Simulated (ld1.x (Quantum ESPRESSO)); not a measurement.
**Transferability test, ultrasoft potential for tin (Sn)**

ld1.x (Quantum ESPRESSO) 7.5 input, shortened:

```
&input
   title='Sn', zed=50., rel=2, dft='PBE', iswitch=3,
   config='[Kr] 4d10 5s2 5p2', rel_dist='average'
 /
 &inputp
   pseudotype=3, tm=.true., lloc=-1, rcloc=2.10,
   nlcc=.true., new_core_ps=.true., rcore=1.25
 /
6
5S  1  0   2.00   0.00  1.75  2.20  0.0
5S  1  0   0.00   2.10  1.75  2.20  0.0
5P  2  1   2.00   0.00  2.50  2.95  0.0
5P  2  1   0.00   0.40  2.50  2.95  0.0
4D  3  2  10.00   0.00  1.50  1.75  0.0
4D  3  2   0.00  -0.95  1.50  1.75  0.0
 &test
   configts(1)='4d10 5s2 5p2'
 /
```

Open shells are filled in proportion to 2j + 1 (rel_dist='average').

Energies are relative to the spin-unpolarised reference configuration 4d10 5s2 5p2; without spin polarisation the order of configurations can differ from experiment.

```json
{"valence configuration": "4d10 5s2 5p0", "charge": "+2", "ΔE all-electron (eV)": "20.858", "error AE − PS (meV)": "-5.1"}
{"valence configuration": "4d9 5s2 5p3", "charge": "0", "ΔE all-electron (eV)": "24.435", "error AE − PS (meV)": "-156"}
{"valence configuration": "4d10 5s0 5p0", "charge": "+4", "ΔE all-electron (eV)": "92.952", "error AE − PS (meV)": "-86"}
{"valence configuration": "4d10 5s1 5p2", "charge": "+1", "ΔE all-electron (eV)": "14.517", "error AE − PS (meV)": "-3.3"}
{"valence configuration": "4d10 5s2 5p1.5", "charge": "+0.5", "ΔE all-electron (eV)": "2.622", "error AE − PS (meV)": "-0.1"}
```

(1) What are ΔE and the potential's error for 4d10 5s1 5p0?

(2) What are ΔE and the potential's error for 4d10 5s2 5p1?

Levels in the configuration 4d10 5s2 5p0:

| level | all-electron (eV) | pseudo (eV) |
| --- | --- | --- |
| 4d j=3/2 | -43.825 | -43.737 |
| 4d j=5/2 | -42.776 | -42.690 |
| 5s j=1/2 | -26.085 | -26.093 |

Answers

(1) ΔE = 51.828 eV all-electron; the error (AE − PS) is -25 meV.

(2) ΔE = 6.887 eV all-electron; the error (AE − PS) is -0.6 meV.
